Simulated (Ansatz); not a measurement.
Reaction (ligand exchange at the Si–N bond): `CO[SiH2][NH][GeH3]` + `[SiH3]S` → `CO[SiH2]S[SiH3]` + `[NH2][GeH3]`

Calculated with Ansatz (gas phase, PBE0-D4/def2-TZVP geometries, no zero-point term in ΔE). CBS: MP2 limit from def2 TZ/QZ plus the TZ coupled-cluster correction, frozen cores. Functionals use def2-TZVPP. B3LYP here is the variant with VWN-RPA as its local correlation; programs differ in this. For Ge outer-core shells are correlated without core-valence functions, which leaves a few kJ/mol of doubt a bond. Scalar relativity is left out up to krypton. Each species was taken in one conformer, which may not be the lowest.

```json
{"level": "PBE-D4", "ΔE (kJ/mol)": "-10.3", "difference from CCSD(T)/CBS": "-10.7"}
{"level": "ωB97M-V", "ΔE (kJ/mol)": "0.4", "difference from CCSD(T)/CBS": "0.0"}
{"level": "B2PLYP", "ΔE (kJ/mol)": "4.4", "difference from CCSD(T)/CBS": "4.0"}
{"level": "PBE", "ΔE (kJ/mol)": "-7.2", "difference from CCSD(T)/CBS": "-7.6"}
{"level": "PBE0", "ΔE (kJ/mol)": "-4.2", "difference from CCSD(T)/CBS": "-4.6"}
{"level": "B3LYP", "ΔE (kJ/mol)": "5.9", "difference from CCSD(T)/CBS": "5.5"}
{"level": "SCS-MP2/def2-TZVPP", "ΔE (kJ/mol)": "5.0", "difference from CCSD(T)/CBS": "4.6"}
{"level": "CCSD/def2-TZVPP", "ΔE (kJ/mol)": "7.4", "difference from CCSD(T)/CBS": "7.0"}
{"level": "HF/def2-QZVPP", "ΔE (kJ/mol)": "16.5", "difference from CCSD(T)/CBS": "16.1"}
{"level": "HF/CBS(def2)", "ΔE (kJ/mol)": "16.6", "difference from CCSD(T)/CBS": "16.2"}
{"level": "CCSD(T)/CBS", "ΔE (kJ/mol)": "0.4", "difference from CCSD(T)/CBS": "0"}
```

Largest T1 diagnostic among the species: 0.012.

The D4 term adds −5.2 kJ/mol with B3LYP and −2.9 kJ/mol with PBE0; it sums over pairs of atoms, weighted by their polarisabilities, and B3LYP, whose exchange is more repulsive, gets the larger term. In def2-TZVPP, CCSD(T) changes the Hartree–Fock value by −11.1 kJ/mol (the triples alone add −3.1 kJ/mol) and MP2 by −15.1 kJ/mol.
